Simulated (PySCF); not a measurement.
Isomers of C6H5F3O, mass 150.029 u with the commonest isotopes. Level of theory: PBE0/pcSseg-1 in PySCF (dipole) on a GFN2-xTB geometry, gas phase. One conformer each, none proved a minimum here; rigid rotors.

Question: Order these by dipole moment, largest first.
A. `[CH2:1]=[C:2]([C:3]#[C:4][CH3:5])[O:6][C:7]([F:8])([F:9])[F:10]` with C1–C2–O6–C7 -179°
B. `Cc1cocc1C(F)(F)F`
C. `[CH2:1]=[C:2]1[CH2:3][C@H:4]1[C:5](=[O:6])[C:7]([F:8])([F:9])[F:10]` with C3–C4–C5–O6 18°

Answer: C (3.27 D), A (3.08 D), B (2.24 D).

Question: Order these by rotational constant B, largest first.
A. `[CH2:1]=[C:2]([C:3]#[C:4][CH3:5])[O:6][C:7]([F:8])([F:9])[F:10]` with C1–C2–O6–C7 -179°
B. `[F:1][C:2]([F:3])=[C:4]([F:5])[C:6]1=[CH:7][O:8][CH2:9][CH2:10]1` with C2–C4–C6–C7 180°
C. `C(c1cocc1C)(F)(F)F`

Answer: C (1140 MHz), A (1067 MHz), B (840.6 MHz).

Question: Order these by radius of gyration √(Σ m r²/M), smallest first.
A. `[CH2:1]=[C:2]1[CH2:3][C@H:4]1[C:5](=[O:6])[C:7]([F:8])([F:9])[F:10]` with C3–C4–C5–O6 18°
B. `Cc1cocc1C(F)(F)F`
C. `[F:1][C:2]([F:3])=[C:4]([F:5])[C:6]1=[CH:7][O:8][CH2:9][CH2:10]1` with C2–C4–C6–C7 180°

Answer: B (2.050 Å), A (2.170 Å), C (2.284 Å).

| SMILES | point group | Ia (u·Å²) | Ib (u·Å²) | Ic (u·Å²) | κ | μa (D) | μb (D) | μc (D) |
| --- | --- | --- | --- | --- | --- | --- | --- | --- |
| Cc1cocc1C(F)(F)F | Cs | 232.83 | 443.22 | 585.34 | -0.58 | 2.19 | 0.49 | 0.00 |
| FC(F)=C(F)C1=COCC1 | Cs | 184.40 | 601.22 | 779.31 | -0.82 | 1.70 | 1.55 | 0.00 |
| C=C1C[C@H]1C(=O)C(F)(F)F | C1 | 206.02 | 590.54 | 615.95 | -0.96 | 2.69 | 0.91 | 1.62 |
| C=C(C#CC)OC(F)(F)F | – | 278.66 | 473.50 | 661.85 | -0.42 | 3.04 | 0.49 | 0.00 |
